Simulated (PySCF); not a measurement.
CsCl, SMILES [Cl][Cs].

Geometry optimised at B3LYP-D3(BJ)/def2-TZVPD. The def2 effective core potentials stand for the cores of Cs; spin–orbit coupling is left out.

Calculation: IEF-PCM-M06-2X/def2-TZVPD in PySCF.

The values are the electrostatic part of the solvation free energy, E(continuum) − E(gas) at the gas-phase geometry, in a cavity of scaled van der Waals radii (PySCF's table); cavitation and dispersion terms are not included. A continuum can't describe solvent molecules that bind to the metal. In vacuum the orbital gap is 6.06 eV. The dipole moment in vacuum is 10.76 D.

### Question
Estimate the values in water (ε = 78.36), 1-octanol (ε = 9.86), dichloromethane (ε = 8.93). (Estimate from the structure and the level; the computed values follow.)

### Answer

```csv
solvent,ε,ΔG(elec) (kcal/mol),dipole (D),gap (eV)
water,78.36,-16.1,12.42,7.85
1-octanol,9.86,-13.8,12.20,7.61
dichloromethane,8.93,-13.6,12.17,7.58
```
